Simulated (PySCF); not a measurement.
Geometry:
```json
{"atom": "C1", "x (Å)": "-1.655", "y (Å)": "-0.677", "z (Å)": "0.978"}
{"atom": "O2", "x (Å)": "-0.683", "y (Å)": "-0.772", "z (Å)": "-0.029"}
{"atom": "C3", "x (Å)": "0.089", "y (Å)": "0.365", "z (Å)": "-0.237"}
{"atom": "C4", "x (Å)": "-0.494", "y (Å)": "1.260", "z (Å)": "-1.310"}
{"atom": "F5", "x (Å)": "-1.708", "y (Å)": "1.743", "z (Å)": "-0.896"}
{"atom": "O6", "x (Å)": "1.343", "y (Å)": "-0.018", "z (Å)": "-0.713"}
{"atom": "C7", "x (Å)": "2.086", "y (Å)": "-0.790", "z (Å)": "0.145"}
{"atom": "F8", "x (Å)": "2.523", "y (Å)": "-0.051", "z (Å)": "1.211"}
{"atom": "H9", "x (Å)": "-2.469", "y (Å)": "0.013", "z (Å)": "0.703"}
{"atom": "H10", "x (Å)": "-2.072", "y (Å)": "-1.683", "z (Å)": "1.124"}
{"atom": "H11", "x (Å)": "-1.215", "y (Å)": "-0.335", "z (Å)": "1.935"}
{"atom": "H12", "x (Å)": "0.187", "y (Å)": "0.928", "z (Å)": "0.715"}
{"atom": "H13", "x (Å)": "0.189", "y (Å)": "2.101", "z (Å)": "-1.511"}
{"atom": "H14", "x (Å)": "-0.627", "y (Å)": "0.666", "z (Å)": "-2.229"}
{"atom": "H15", "x (Å)": "2.959", "y (Å)": "-1.144", "z (Å)": "-0.423"}
{"atom": "H16", "x (Å)": "1.492", "y (Å)": "-1.631", "z (Å)": "0.540"}
```

Geometry: PBE0-D3(BJ)/def2-SVP; GIAO shifts from PySCF 2.14, gas phase, non-relativistic, averaged over equivalent atoms.

At B97-2/pcSseg-1 (176 basis functions, 21 s wall time on 1 thread of an Arm Neoverse V1, shared host):
| atoms | δ (ppm) |
| --- | --- |
| C7 | 96.9 |
| C3 | 96.2 |
| C4 | 87.9 |
| C1 | 58.1 |
| O6 | 115.8 |
| O2 | 44.6 |
| F8 | -182.6 |
| F5 | -254.1 |
| H16 | 5.55 |
| H15 | 5.12 |
| H12 | 4.68 |
| H13 | 4.49 |
| H14 | 4.38 |
| H9/H10/H11 | 3.54 |

Shifts are taken against calculated references (same method and geometry level): $^{13}$C (σ = 183.69 ppm) and $^{1}$H (σ = 31.38 ppm) vs TMS; $^{17}$O (σ = 331.62 ppm) vs H2O; $^{19}$F (σ = 178.12 ppm) vs CFCl3.

Task: Estimate the result of repeating the calculation with PBE0/pcSseg-1.

Result: 
```json
{"atoms": "C7", "δ at PBE0/pcSseg-1": "97.9", "change": "+1.0"}
{"atoms": "C3", "δ at PBE0/pcSseg-1": "97.2", "change": "+1.0"}
{"atoms": "C4", "δ at PBE0/pcSseg-1": "89.0", "change": "+1.1"}
{"atoms": "C1", "δ at PBE0/pcSseg-1": "58.5", "change": "+0.4"}
{"atoms": "O6", "δ at PBE0/pcSseg-1": "118.2", "change": "+2.4"}
{"atoms": "O2", "δ at PBE0/pcSseg-1": "45.1", "change": "+0.5"}
{"atoms": "F8", "δ at PBE0/pcSseg-1": "-184.5", "change": "-1.9"}
{"atoms": "F5", "δ at PBE0/pcSseg-1": "-258.0", "change": "-3.9"}
{"atoms": "H16", "δ at PBE0/pcSseg-1": "5.54", "change": "-0.01"}
{"atoms": "H15", "δ at PBE0/pcSseg-1": "5.14", "change": "+0.02"}
{"atoms": "H12", "δ at PBE0/pcSseg-1": "4.67", "change": "-0.01"}
{"atoms": "H13", "δ at PBE0/pcSseg-1": "4.51", "change": "+0.02"}
{"atoms": "H14", "δ at PBE0/pcSseg-1": "4.40", "change": "+0.02"}
{"atoms": "H9/H10/H11", "δ at PBE0/pcSseg-1": "3.55", "change": "+0.01"}
```

Chemical shifts δ = σref − σ; $^{13}$C (σref 184.41), $^{1}$H (σref 31.27) against TMS; $^{17}$O (σref 334.56) vs H2O; $^{19}$F (σref 177.25) vs CFCl3, all at this level.

The largest change is at F5 (fluorine on an sp3 carbon). Cost: 176 basis functions, 23 s wall time on 1 thread of an Arm Neoverse V1, shared host. The order of the carbon signals is the same at both levels.

Unscaled 19F shifts against computed CFCl3 carry errors that often reach 10 to 50 ppm. Experimental scales use liquid or dissolved standards, which lie at an offset from isolated H2O (liquid H2O: subtract about 36 ppm).
